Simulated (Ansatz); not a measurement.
The first iterations of a band of BClF₂H₂O (7 atoms, charge 0, multiplicity 1).

Level of theory: RKS BLYP/def2-SVP (Ansatz 0.2.0).

- movable images: 5
- climbing image: yes
- spring: 5.0 eV/Å²
- optimiser: quadratic models (default)
- start path: through a guess of the saddle point
- force threshold: 0.05 eV/Å
- iteration limit: 60
- end points: relaxed

Image 0:

```xyz
7
Properties=species:S:1:pos:R:3
B 0.096 0.018 0.060
F -0.007 0.570 1.298
Cl 1.574 0.417 -0.903
F -1.068 -0.138 -0.624
O 0.351 -1.751 0.569
H -0.468 -2.208 0.277
H 0.304 -1.732 1.550
```

Image 6:

```xyz
7
Properties=species:S:1:pos:R:3
B 0.130 -0.510 -0.523
F 0.062 -0.028 2.295
Cl 1.565 0.432 -0.928
F -1.075 -0.122 -0.949
O 0.272 -1.674 0.193
H -0.585 -2.138 0.293
H 0.413 -0.782 1.845
```

| iteration | highest image above the first end (eV) | largest band force component (eV/Å) |
| --- | --- | --- |
| 1 | 2.937 | 6.625 |
| 2 | 1.349 | 2.150 |
| 3 | 1.113 | 2.341 |
| 4 | 1.014 | 1.017 |

Q: Does the band converge within its limit, and where does its top end?

A: It converged. It ended after 12 iterations with the highest image 0.922 eV above the first end. A vibrational analysis at the climbing image gives one clearly imaginary mode, 854i cm⁻¹: a first-order saddle point. The orbitals stay closed-shell, which can raise the energy where a bond breaks towards radicals; this wasn't checked here.

Run time: 76 s on 2 threads of Arm Neoverse V1, with other jobs on the host, peak memory 0.12 GiB.
